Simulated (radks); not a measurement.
Values are calculated unless marked as measured or tabulated.
Q: These are the eigenvalues of the occupied orbitals of an atom or ion with whole-number occupations (Ry). Code: a radial shooting solver on a logarithmic mesh with Libxc functionals. Model: non-relativistic Kohn-Sham, PBE, spin-polarised, spherical densities, point nucleus.

orbital  eigenvalue
1s up     -2428.596
1s down   -2428.425
2s up     -516.7962
2s down   -516.5559
2p up     -498.9675
2p down   -498.7637
3s up     -213.7707

Which element is it, and in what charge state? The configuration may be excited. Open shells, if any, are filled with parallel spins first.

A: Z = 52, tellurium, charge +41: Te41+ in [Ne] 3s1. The list shows which subshells hold electrons but not how many an open one holds; the 1s level, -1214.3 hartree, gives Z - s = 49.3 by -(Z - s)^2/2, which with screening narrows Z to a few neighbours, and the depths of the outer levels then fix element, charge and occupations together.
